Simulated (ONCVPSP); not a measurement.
antimony: one change to an ONCV potential, before and after

Sb, optimised norm-conserving Vanderbilt (ONCV), made with ONCVPSP 4.0.1 (LDA (Perdew-Zunger), fully relativistic). Core [Kr], reference 4d10 5s2 5p3. Waves: 5s: rc 1.50 bohr, ncon 3, nbas 7, qcut 3.4 1/bohr, local; 5p: rc 2.45 bohr, ncon 5, nbas 8, qcut 3.8 1/bohr, 2 projectors, debl 1.9 Ha; 4d: rc 1.50 bohr, ncon 4, nbas 9, qcut 8.2 1/bohr, 2 projectors, debl 2.5 Ha. Local part: the s channel. Core correction: Teter function, fcfact 3.25, rcfact 1.4.

Open shells are filled in proportion to 2j + 1.

Change: s: qcut 4.1; p: qcut 4.6; d: qcut 9.9.

Cutoffs: the cutoffs (Ha) at which the residual kinetic energy of the hardest occupied pseudo-wave falls to 1 and 0.1 mHa per electron; they do not see the model core or the augmentation charge, which bear on the density cutoff. Errors are all-electron minus pseudo energies relative to the spin-unpolarised reference configuration.

**Question.** What does the change do?

**Answer.** The potential gets neither clearly harder nor softer (56 Ha and 93 Ha → 57 Ha and 75 Ha); the s channel sets the loose cutoff, while the largest relative change is in d, which becomes harder; of the 4 tests that both files solve, the error grows in 1 and shrinks in 0 by more than 15 % and 0.3 meV (median size 14.6 → 15.3 meV); neither file shows a bound ghost.

```tsv
quantity	base	changed
cutoff, loose	56 Ha	57 Ha
cutoff, tight	93 Ha	75 Ha
loose cutoff by channel	s 56 Ha, p 6.6 Ha, d 32 Ha	s 57 Ha, p 7.4 Ha, d 38 Ha
bound ghosts	none	none
GHOST(+) flags under 300 eV	none	none
error for 4d10 5s2 5p2, meV [ΔE 8.54 eV]	+0.8	+0.8
error for 4d10 5s2 5p1, meV [ΔE 24.81 eV]	+5.9	+6.1
error for 4d10 5s2 5p0, meV [ΔE 49.62 eV]	+23	+25
error for 4d9 5s2 5p3, meV [ΔE 40.77 eV]	-132	-188
s: phases at 1.52 bohr within 0.05 rad from the reference energy up to (Ha; the scan ends near 5)	0.4	0.4
p3/2: phases at 2.48 bohr within 0.05 rad from the reference energy up to (Ha; the scan ends near 5)	2.7	2.7
p1/2: phases at 2.48 bohr within 0.05 rad from the reference energy up to (Ha; the scan ends near 5)	to the end of the scan	to the end of the scan
d5/2: phases at 1.52 bohr within 0.05 rad from the reference energy up to (Ha; the scan ends near 5)	to the end of the scan	to the end of the scan
d3/2: phases at 1.52 bohr within 0.05 rad from the reference energy up to (Ha; the scan ends near 5)	to the end of the scan	to the end of the scan
rms error of d²Exc/dni dnj with the model core, mHa	4.59	4.55
```
